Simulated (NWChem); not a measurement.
System meant: CH4Cl2Sn; SMILES [CH3][SnH]([Cl])[Cl]

NWChem input:

```
start job
memory heap 200 mb stack 900 mb global 1100 mb
geometry units angstroms noautoz
  Sn    -0.315558    -0.000240     0.316743
  C     -2.069186    -0.000848    -0.891771
  Cl     0.965528    -1.883485    -0.266540
  Cl     0.964586     1.883463    -0.267127
  H     -0.452900    -0.000006     2.019199
  H     -2.662283    -0.900190    -0.676424
  H     -2.661489     0.899498    -0.678442
  H     -1.763570    -0.002159    -1.946414
end
basis spherical
  * library def2-svp
end
ecp
  Sn library def2-ecp
end
dft
  xc b3lyp
  iterations 4
  mulliken
end
task dft energy
```

End of the output:

```
    Atom       Charge   Shell Charges
 -----------   ------   -------------------------------------------------------
    1 Sn  22    21.60   1.18  0.77  0.77  0.39  3.01  2.85  1.33  0.82  9.47  1.03
    2 C    6     6.22   1.96  0.59  0.34  1.85  1.43  0.04
    3 Cl  17    17.11   2.00  1.96  1.06  0.81  5.82  2.26  3.20  0.01
    4 Cl  17    17.11   2.00  1.96  1.06  0.81  5.82  2.26  3.20  0.01
    5 H    1     1.09   0.60  0.46  0.03
    6 H    1     0.95   0.63  0.26  0.07
    7 H    1     0.95   0.63  0.26  0.07
    8 H    1     0.95   0.62  0.26  0.07

 center of mass
 --------------
 x =   0.03813135 y =   0.05983970 z =   0.00000000

 moments of inertia (a.u.)
 ------------------
        1016.683678249424          -0.000003943050           0.000000000000
          -0.000003943050        1412.738891250222           0.000000000000
           0.000000000000           0.000000000000         645.787890697782

     Multipole analysis of the density
     ---------------------------------

     L   x y z        total         alpha         beta         nuclear
     -   - - -        -----         -----         ----         -------
     0   0 0 0     -0.000000    -33.000000    -33.000000     66.000000

     1   1 0 0     -1.336918     -8.300050     -8.300050     15.263182
     1   0 1 0      0.188215      8.340481      8.340481    -16.492747
     1   0 0 1     -0.000000     -0.000000     -0.000000      0.000000

     2   2 0 0    -41.439149   -158.745312   -158.745312    276.051476
     2   1 1 0      0.584130    -11.688225    -11.688225     23.960581
     2   1 0 1      0.000000      0.000000      0.000000      0.000000
     2   0 2 0    -41.645189    -53.620356    -53.620356     65.595522
     2   0 1 1      0.000000      0.000000      0.000000      0.000000
     2   0 0 2    -46.337646   -241.420802   -241.420802    436.503959

 ------------------------------------------------------------------------
 dft energy failed                                                                                  0
 ------------------------------------------------------------------------
 ------------------------------------------------------------------------
  current input line :
    24: task dft energy
 ------------------------------------------------------------------------
 ------------------------------------------------------------------------
 This type of error is most commonly associated with calculations not reaching convergence criteria
 ------------------------------------------------------------------------
 For more information see the NWChem manual at https://nwchemgit.github.io

0:dft energy failed:Received an Error in Communication
```

Task: Can this run be used? If not, why, and what is the fix?

Result: Convergence was not reached. Cause: the SCF was allowed too few iterations. This input runs:
```
start job
memory heap 200 mb stack 900 mb global 1100 mb
geometry units angstroms noautoz
  Sn    -0.315558    -0.000240     0.316743
  C     -2.069186    -0.000848    -0.891771
  Cl     0.965528    -1.883485    -0.266540
  Cl     0.964586     1.883463    -0.267127
  H     -0.452900    -0.000006     2.019199
  H     -2.662283    -0.900190    -0.676424
  H     -2.661489     0.899498    -0.678442
  H     -1.763570    -0.002159    -1.946414
end
basis spherical
  Sn library def2-svp
  C library def2-svp
  Cl library def2-svp
  H library def2-svp
end
ecp
  Sn library def2-ecp
end
dft
  xc b3lyp
  iterations 150
  mulliken
end
task dft energy
```
It converges to -1175.07313 Ha (B3LYP/def2-SVP with def2 effective core potentials on Sn).
